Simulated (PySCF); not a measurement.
Species: C2H8O3SSi3.
Bonds: C1–C2, C2–S3 (double), C2–Si4, Si4–O5, O5–Si6, Si6–O7, O7–Si8, Si8–O9, Si4–O9. Hydrogens: H10, H11, H12 on C1; H13 on Si4; H14, H15 on Si6; H16, H17 on Si8.

Method: PBE0-D3(BJ)/def2-SVP geometry optimisation, gas phase (PySCF 2.14.0).

Entries marked ? are missing. Bonds in one row agree within 0.01 Å.

```json
{"coordinate": "C1–C2", "value": "?"}
{"coordinate": "C2=S3", "value": "1.630 Å"}
{"coordinate": "C2–Si4", "value": "1.898 Å"}
{"coordinate": "Si4–O5, Si4–O9", "value": "1.657 Å"}
{"coordinate": "O5–Si6, Si8–O9", "value": "?"}
{"coordinate": "Si6–O7, O7–Si8", "value": "?"}
{"coordinate": "C1–H10, C1–H11, C1–H12", "value": "1.103 Å"}
{"coordinate": "Si4–H13", "value": "1.483 Å"}
{"coordinate": "Si6–H14, Si8–H16", "value": "1.485 Å"}
{"coordinate": "Si6–H15, Si8–H17", "value": "1.485 Å"}
{"coordinate": "C1–C2–S3", "value": "?"}
{"coordinate": "C1–C2–Si4", "value": "122.4°"}
{"coordinate": "S3–C2–Si4", "value": "113.6°"}
{"coordinate": "C2–Si4–O5", "value": "107.6°"}
{"coordinate": "O5–Si4–O9", "value": "?"}
{"coordinate": "Si4–O5–Si6", "value": "128.2°"}
{"coordinate": "O5–Si6–O7", "value": "?"}
{"coordinate": "Si6–O7–Si8", "value": "132.4°"}
```

Question: Fill in the missing values.

Answer: 
- C1–C2 = 1.488 Å, drawn single (methyl carbon to thiocarbonyl carbon); equal to the sum of covalent radii, 1.49 Å.
- O5–Si6, Si8–O9 = 1.671 Å, drawn single (siloxane oxygen to oxygen-bound silicon); 0.10 Å below the sum of covalent radii, 1.77 Å.
- Si6–O7, O7–Si8 = 1.662 Å, drawn single (oxygen-bound silicon to siloxane oxygen); 0.11 Å below the sum of covalent radii, 1.77 Å.
- C1–C2–S3 = 124.0°, at the thiocarbonyl carbon; the outer atoms are 2.754 Å apart.
- O5–Si4–O9 = 108.3°, at the oxygen-bound silicon, inside a 6-membered ring; the outer atoms are 2.686 Å apart.
- O5–Si6–O7 = 107.4°, at the oxygen-bound silicon, inside a 6-membered ring; the outer atoms are 2.686 Å apart.

Radii are Cordero's, carbon taken as 0.76, 0.73 or 0.69 Å for four, three, and two or fewer neighbours.

No PBE0-D3(BJ)/def2-SVP frequencies stand behind this structure, so it isn't proved a minimum. One conformer, not necessarily the lowest (C1–C2–Si4–O5 122°, C2–Si4–O5–Si6 85°, Si4–O5–Si6–O7 21°, O5–Si6–O7–Si8 -10°, Si6–O7–Si8–O9 10°).
